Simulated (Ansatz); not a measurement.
Several settings on one geometry of Na2Te (the lowest singlet isomer of a short search) (that of the charge 0 singlet, r2SCAN-D4/def2-TZVP). Ansatz on 4 threads of Arm Neoverse V2 on a shared host; times are rough.

Cartesian coordinates in Å:
```
Na 1.824 -0.985 -0.847
Na -0.962 1.501 1.355
Te -0.862 -0.516 -0.508
```

Totals from different functionals, basis sets or treatments of relativity can't be compared as stabilities.

In the def2 sets Te takes a core potential; there is no spin–orbit coupling. Correlated methods freeze 6 core orbitals; core or outer-core shells of Na, Te are correlated, in sets that lack core-valence functions.

Problem. Give the basis size and estimate the energy, ⟨S²⟩ and time of these runs.

| run | method | charge | state | further keys |
| --- | --- | --- | --- | --- |
| 1 | RKS PBE0/def2-TZVPP | 0 | singlet | scf: {omitted_lower_state_checks: [starts]} |
| 2 | RKS PBE-QIDH/def2-SVPD | 0 | singlet | accuracy: high; forces asked |
| 3 | RKS B97M-V/def2-TZVPP | 0 | singlet | scf: {omitted_lower_state_checks: [starts]} |

Solution. 
```csv
run,functions,energy (Eh),⟨S²⟩,wall time
1,114,-592.4972,–,0.95 s
2,71,-591.8997,–,7.5 s
3,114,-592.5923,–,3.6 s
```
